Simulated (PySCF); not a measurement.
The same groups moved round the core (trisilane hydroxy+silyl). Isolated molecules, 0 K electronic values unless said otherwise. One relaxed conformer stands for each flexible species; it need not be the lowest. Strings in code marks are SMILES.

The numbers are results of PySCF with PBE-D3(BJ)/def2-TZVP // PBE0-D3(BJ)/def2-TZVP, not measurements. All candidates: neutral, multiplicity 1. Delta-SCF ions had no search for a lower state. 

```
Item                                      Result
--------------------------------------  --------
vertical ionisation energy (Delta-SCF)   9.13 eV
HOMO–LUMO gap                            5.27 eV
HOMO                                    -6.70 eV
```

Question: Say which member has these values.
A) `O[Si@@H]([SiH3])[SiH2][SiH3]` (H–O–Si–Si torsion 56°, Si–Si–Si–Si torsion 172°)
B) `O[Si]([SiH3])([SiH3])[SiH3]` (H–O–Si–Si torsion 60°)
C) `O[SiH2][SiH2][SiH2][SiH3]`

Answer: C, `O[SiH2][SiH2][SiH2][SiH3]`. The others give `O[Si]([SiH3])([SiH3])[SiH3]` (H–O–Si–Si torsion 60°): 8.84 eV, 4.47 eV, -6.34 eV; `O[Si@@H]([SiH3])[SiH2][SiH3]` (H–O–Si–Si torsion 56°, Si–Si–Si–Si torsion 172°): 8.79 eV, 4.67 eV, -6.39 eV
